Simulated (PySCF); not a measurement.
## Electron correlation in I (iodine, neutral)

[Kr] 4d10 5s1 5p6, 2S determinant (an excited configuration). All numbers are calculated (PySCF 2.14, scalar relativity by spin-free X2C-1e, in x2c-TZVPPall (8s6p4d2f, 60 functions)). Frozen: [Kr] 4d10; 7 electrons correlated.

```csv
level,correlation energy (mhartree)
CCSD,-235.69
(T),-28.06
CCSD(T),-263.75
```

Diagnostics: T1 = 0.017, D1 = 0.0304, largest double amplitude 0.267.

**Question.** Is a single reference adequate?

**Answer.** Not fully. A double-excitation amplitude exceeds 0.15, a sign of near-degeneracy.
